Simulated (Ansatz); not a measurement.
`F[Si](S)(Cl)Cl`. The species carries charge 0 and has multiplicity 1. The structure was optimised at the PBE0-D4/def2-TZVP level. It is one conformer, not always the lowest.

```xyz
6

F     0.843    0.079   -1.523
Si    0.413    0.118   -0.002
S    -1.639    0.506    0.212
Cl    1.408    1.627    0.902
Cl    0.961   -1.672    0.777
H    -1.987   -0.658   -0.367
```

What is the dipole moment at ωB97M-V/def2-TZVPP? (Estimate.)

Computed: 1.16 D, with components (-1.03, -0.52, 0.14) D in this frame, pointing from negative to positive charge.

And with PBE, r2SCAN, B3LYP? (Best estimate.)

The calculation gave: PBE 1.12 D, r2SCAN 1.15 D, B3LYP 1.17 D.

Give the Mulliken charges with ωB97M-V, r2SCAN, B3LYP in def2-TZVPP. (Best estimate.)

Computed: 
```
atom  ωB97M-V  r2SCAN  B3LYP
  F1    -0.27   -0.28  -0.28
 Si2     0.64    0.76   0.74
  S3    -0.18   -0.21  -0.20
 Cl4    -0.16   -0.19  -0.19
 Cl5    -0.16   -0.20  -0.19
  H6     0.13    0.12   0.12
```

B3LYP here is the variant with VWN-RPA as its local correlation; programs differ in this.
